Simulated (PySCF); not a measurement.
Octafluorocyclobutane, SMILES FC1(F)C(F)(F)C(F)(F)C1(F)F (C4F8) (B3LYP/def2-SVP optimised geometry):

```
12

F     -1.364     0.400     1.616
C     -0.225    -0.079     1.101
F      0.615    -0.431     2.073
C      0.364     0.869     0.000
F     -0.103     2.116     0.000
F      1.703     0.869     0.000
C     -0.224    -0.078    -1.102
F      0.619    -0.430    -2.071
F     -1.362     0.400    -1.619
C     -0.487    -1.163    -0.001
F     -1.703    -1.705    -0.002
F      0.453    -2.116    -0.002
```

Computed with PySCF with B3LYP/def2-TZVP.

Problem. What are the frontier orbital energies and the dipole moment?

Solution. HOMO-2 -11.01 eV, HOMO-1 -11.01 eV, HOMO -9.40 eV, LUMO -1.21 eV, LUMO+1 0.40 eV; dipole moment 0.00 D.

Meta-Löwdin charges at B3LYP/def2-TZVP: F1 -0.25, C2 0.50, F3 -0.25, C4 0.50, F5 -0.25, F6 -0.25, C7 0.50, F8 -0.25, F9 -0.25, C10 0.50, F11 -0.25, F12 -0.25.
